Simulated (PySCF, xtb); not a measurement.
Si(Cl)(Me)2(SH) (C2H7ClSSi), SMILES C[Si](C)(S)Cl.

GFN2-xTB (xtb 6.7.1) at its own geometry gives an orbital gap of 5.07 eV and a dipole moment of 3.74 D.

Coordinates come from a B3LYP-D3(BJ)/def2-SVP optimisation. Other conformers were not sampled.

Q: What does HF/def2-TZVP (PySCF) give? (The exact figures need the calculation; the answer reports its results.)

A: gap 13.38 eV (levels -10.29 and 3.09 eV), dipole 3.05 D.
